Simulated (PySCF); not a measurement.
r2SCAN0 single point of doublet VS₂ at its PBE0 minimum.

Input, equivalent to the run apart from its starting density:

```python
from pyscf import gto, scf, dft
mol = gto.M(atom='''
V      0.000000    -0.000000    -0.623211
S      1.680394    -0.000000     0.496509
S     -1.680394     0.000000     0.496509''',
    basis={'V': 'def2-SVP', 'S': 'def2-SVP'},
    charge=0, spin=1)
mf = dft.UKS(mol, xc='HYB_MGGA_XC_R2SCAN0')
mf.grids.atom_grid = (90, 434)
aux = {'V': 'def2-universal-JKFIT', 'S': 'def2-universal-JKFIT'}
mf = mf.density_fit(auxbasis=aux)
mf.conv_tol = 1e-08
mf.diis_space = 10
mf.max_cycle = 60
mf.verbose = 4
mf.kernel()
```

SCF log (excerpt):

```
init E= -1739.90277627613
cycle= 1 E= -1739.90178903533  delta_E= 0.000987  |g|= 0.0617  |ddm|= 0.0864
cycle= 2 E= -1739.83982561314  delta_E= 0.062  |g|= 0.374  |ddm|= 0.274
cycle= 3 E= -1739.90375072938  delta_E= -0.0639  |g|= 0.0128  |ddm|= 0.224
cycle= 4 E= -1739.90390013278  delta_E= -0.000149  |g|= 0.00333  |ddm|= 0.0192
cycle= 5 E= -1739.90396790519  delta_E= -6.78e-05  |g|= 0.00188  |ddm|= 0.0195
cycle= 6 E= -1739.9040166402  delta_E= -4.87e-05  |g|= 0.00278  |ddm|= 0.028
cycle= 7 E= -1739.90402491888  delta_E= -8.28e-06  |g|= 0.00183  |ddm|= 0.00726
cycle= 8 E= -1739.90402901077  delta_E= -4.09e-06  |g|= 0.000677  |ddm|= 0.00399
cycle= 9 E= -1739.90403122041  delta_E= -2.21e-06  |g|= 0.000452  |ddm|= 0.00451
cycle= 10 E= -1739.90403214811  delta_E= -9.28e-07  |g|= 0.000143  |ddm|= 0.00418
cycle= 11 E= -1739.90403222734  delta_E= -7.92e-08  |g|= 6.36e-05  |ddm|= 0.000987
cycle= 12 E= -1739.90403223586  delta_E= -8.51e-09  |g|= 2.79e-05  |ddm|= 0.00027
Extra cycle  E= -1739.90403223188  delta_E= 3.98e-09  |g|= 0.000109  |ddm|= 0.000133
converged SCF energy = -1739.90403223188  <S^2> = 1.0468857  2S+1 = 2.2776178
```

The determinant is spin-contaminated (⟨S²⟩ = 1.05, pure value 0.75). With open d or f shells other occupations or spin states may lie lower.

This run, together with those of the ionised and electron-attached species (not shown), took 9 s on 2 threads of a shared Arm Neoverse V1 host, with 67 basis functions; the process peaked at 0.66 GiB. Launch command: `OMP_NUM_THREADS=2 python axn.py task.json out`.
